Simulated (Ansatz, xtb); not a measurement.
C6H7NSe: which of two isomers lies lower

Structure a: `C[Se]c1cccnc1`, a singlet. Structure b: `Nc1ccc([SeH])cc1`, a singlet. Both are isolated molecules in the gas phase, relaxed with r2SCAN-D4/def2-SVP; the shapes shown needn't be the lowest conformers.

a (Å):

```xyz
15

C    -3.2138   -1.8079   -0.7159
C    -1.4498    0.1996    0.5449
C    -1.0377    1.1890    1.4535
C     0.2307    1.7463    1.3117
C     1.0499    1.3000    0.2680
C    -0.5462   -0.1743   -0.4665
N     0.6692    0.3613   -0.6005
Se   -3.1889   -0.5448    0.7633
H    -3.1117   -1.2889   -1.6788
H    -2.4294   -2.5681   -0.5982
H    -4.1978   -2.2940   -0.6697
H    -1.7019    1.5169    2.2599
H     0.5807    2.5183    2.0029
H     2.0545    1.7189    0.1295
H    -0.8139   -0.9407   -1.2027
```

b (Å):

```yaml
atoms:
  - { symbol: C, position_ang: [-1.7695, -1.0125, 0.4404] }
  - { symbol: C, position_ang: [-2.2241, 0.2850, 0.7473] }
  - { symbol: C, position_ang: [-1.4468, 1.4073, 0.4629] }
  - { symbol: C, position_ang: [-0.1870, 1.2710, -0.1363] }
  - { symbol: C, position_ang: [0.2738, -0.0171, -0.4460] }
  - { symbol: C, position_ang: [-0.5021, -1.1392, -0.1623] }
  - { symbol: N, position_ang: [-2.5191, -2.1303, 0.7717] }
  - { symbol: Se, position_ang: [0.9409, 2.7614, -0.5574] }
  - { symbol: H, position_ang: [-3.5143, -1.9787, 0.8874] }
  - { symbol: H, position_ang: [-2.3104, -2.9742, 0.2509] }
  - { symbol: H, position_ang: [-3.2026, 0.4157, 1.2212] }
  - { symbol: H, position_ang: [-1.8366, 2.3983, 0.7134] }
  - { symbol: H, position_ang: [0.0034, 3.7730, -0.0512] }
  - { symbol: H, position_ang: [1.2520, -0.1538, -0.9179] }
  - { symbol: H, position_ang: [-0.1190, -2.1351, -0.4082] }
```

Task: Which of the two would you expect CCSD(T)/def2-SVP + ΔMP2/def2-TZVPP electronic energies to favour?

Result: Structure b; the calculation gives E(b) − E(a) = −22.8 kJ/mol.

The same difference at several levels:

```json
{"level": "r2SCAN-D4/def2-SVP", "geometry": "r2SCAN-D4/def2-SVP", "E(b) − E(a) (kJ/mol)": "−38.0", "departure from the last row (kJ/mol)": "−15.3", "job, with rough time for the two": "optimisation, 2.1 min"}
{"level": "HF/def2-SVP", "geometry": "r2SCAN-D4/def2-SVP", "E(b) − E(a) (kJ/mol)": "−34.5", "departure from the last row (kJ/mol)": "−11.8", "job, with rough time for the two": "part of the CCSD(T) run"}
{"level": "MP2/def2-SVP", "geometry": "r2SCAN-D4/def2-SVP", "E(b) − E(a) (kJ/mol)": "−34.5", "departure from the last row (kJ/mol)": "−11.7", "job, with rough time for the two": "part of the CCSD(T) run"}
{"level": "CCSD(T)/def2-SVP", "geometry": "r2SCAN-D4/def2-SVP", "E(b) − E(a) (kJ/mol)": "−30.9", "departure from the last row (kJ/mol)": "−8.1", "job, with rough time for the two": "single point"}
{"level": "CCSD(T)/def2-SVP + ΔMP2/def2-TZVPP", "geometry": "r2SCAN-D4/def2-SVP", "E(b) − E(a) (kJ/mol)": "−22.8", "departure from the last row (kJ/mol)": "", "job, with rough time for the two": "single point, 3.4 min"}
```

As drawn, b has 1 C–N, 2 C∷C, 2 N–H, 1 Se–H in place of 1 C–Se, 2 C∷N, 3 C–H (∷ is an aromatic bond).

The levels shown agree on the order. The largest departure from CCSD(T)/def2-SVP + ΔMP2/def2-TZVPP is that of r2SCAN-D4/def2-SVP, 15.3 kJ/mol. Levels run at GFN2-xTB geometries aren't shown. The last row adds to CCSD(T) the change of the MP2 difference between the two basis sets, here +8.1 kJ/mol.

With thermal terms from frequencies at re-optimised GFN2-xTB minima (ideal gas, soft modes damped towards free rotors, one conformer each, 298.15 K, 1 atm): the zero-point term adds −5.3 kJ/mol; ΔH is −28.0 and ΔG −27.1 kJ/mol.

The correlated steps freeze 16 core orbitals; the filled d shell of Se is correlated, in a basis made for valence electrons. Programs: Ansatz 0.2.0, xtb 6.7.1; the last row on 4 threads of Arm Neoverse V1 on a shared host.
